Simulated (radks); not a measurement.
Values are calculated unless marked as measured or tabulated.
Species: Mn I. Configuration: [Ar] 3d5 4s2 (the NIST ground configuration). Code: a radial shooting solver on a logarithmic mesh with Libxc functionals. Model: scalar-relativistic Kohn-Sham, PBE, spin-polarised, spherical densities, finite nucleus; open shells are filled with parallel spins first; Fermi nuclear charge, rms radius 3.7057 fm.

Normalised radial functions P(r) = r R(r), r in bohr:

r          3d up    4s up  4s down
0.002636  0.0000   0.0195   0.0170
0.003459  0.0000   0.0250   0.0218
0.004577  0.0000   0.0320   0.0279
0.006008  0.0000   0.0402   0.0351
0.007886  0.0001   0.0500   0.0436
0.01035   0.0001   0.0612   0.0533
0.0137    0.0003   0.0735   0.0641
0.01798   0.0006   0.0851   0.0741
0.0236    0.0014   0.0941   0.0820
0.03097   0.0030   0.0972   0.0847
0.04065   0.0062   0.0900   0.0784
0.05379   0.0129   0.0663   0.0578
0.0706    0.0257   0.0238   0.0207
0.09267   0.0496  -0.0370  -0.0322
0.1216    0.0916  -0.1055  -0.0920
0.1609    0.1636  -0.1598  -0.1393
0.2113    0.2703  -0.1634  -0.1424
0.2773    0.4154  -0.0918  -0.0799
0.364     0.5872   0.0498   0.0435
0.4777    0.7551   0.2053   0.1791
0.6321    0.8749   0.2814   0.2472
0.8297    0.8941   0.1968   0.1773
1.089     0.8095  -0.0367  -0.0219
1.429     0.6515  -0.3257  -0.2750
1.891     0.4606  -0.5549  -0.4916
2.483     0.2901  -0.6300  -0.5919
3.259     0.1576  -0.5498  -0.5581
4.277     0.0704  -0.3724  -0.4122
5.614     0.0245  -0.1921  -0.2363
7.428     0.0058  -0.0693  -0.0987
9.751     0.0009  -0.0169  -0.0288

3d up: eigenvalue -8.146 eV, 0 radial nodes, <r> = 1.19 bohr, 90 % of the charge inside 2.08 bohr. 4s up: eigenvalue -5.508 eV, 3 radial nodes at r = 0.0792, 0.334, 1.05 bohr, <r> = 3.01 bohr, 90 % of the charge inside 4.59 bohr. 4s down: eigenvalue -4.464 eV, 3 radial nodes at r = 0.0792, 0.334, 1.06 bohr, <r> = 3.28 bohr, 90 % of the charge inside 5.04 bohr.
